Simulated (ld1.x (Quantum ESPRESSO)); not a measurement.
# cobalt: one change to a TM semilocal potential, before and after

| Item | Value |
| --- | --- |
| Element | Co |
| Generator | ld1.x (Quantum ESPRESSO) 7.5 |
| Type | norm-conserving Troullier–Martins (semilocal form) |
| Functional | PBE |
| Relativity | scalar-relativistic |
| Frozen core | [Ar] |
| Valence charge | 9 |
| Reference configuration | 3d7 4s0 4p0 (charge +2) |
| Partial waves | 4p (bound, empty): rc 2.15 bohr; 3d (bound): rc 1.60 bohr; 4s (bound, empty): rc 1.55 bohr |
| Local potential | the s channel |
| Core correction | none |

Change: reference 3d7 4s2 4p0.

Cutoffs: the cutoffs (Ry, on a coarse ladder) from which the occupation-weighted sum of valence levels, in a spherical-Bessel basis at the reference potential, stays within 10 and 1 mRy of its value at 400 Ry; they do not see the model core or the augmentation charge, which bear on the density cutoff. Errors are all-electron minus pseudo energies relative to the spin-unpolarised reference configuration.

Q: What does the change do?

A: The potential gets neither clearly harder nor softer (100 Ry and 180 Ry → 100 Ry and 180 Ry); the range in which the d phases agree widens (upper end -0.3 → 1.1); neither file shows a bound ghost. A semilocal file is local in each channel, so a ghost entry of none says nothing of the separable form that plane-wave codes build from it.

```tsv
quantity	base	changed
cutoff, loose	100 Ry	100 Ry
cutoff, tight	180 Ry	180 Ry
bound ghosts	none	none
largest error over its own tests, meV	+196	+100
s: phases at 2.36 bohr within 0.05 rad from the reference energy up to (Ry; the scan ends near 5)	0.3	1.2
p: phases at 2.36 bohr within 0.05 rad from the reference energy up to (Ry; the scan ends near 5)	2.4	3.0
d: phases at 2.36 bohr within 0.05 rad from the reference energy up to (Ry; the scan ends near 5)	-0.3	1.1
```
